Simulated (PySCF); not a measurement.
A structure optimised at B3LYP-D3(BJ)/def2-TZVP, used in a PySCF frequency run:

```xyz
4

Y      0.0000     0.0000     0.0000
F      2.0095     0.0000     0.0000
F     -1.0047    -1.7403     0.0000
F     -1.0047     1.7403     0.0000
```

Question: Write its SMILES, formula and point group.

Answer: [F][Y]([F])[F], F3Y, D3h

Question: What are its rotational constants (standard atomic weights)?

Answer: 4.3917, 4.3917, 2.1959 GHz
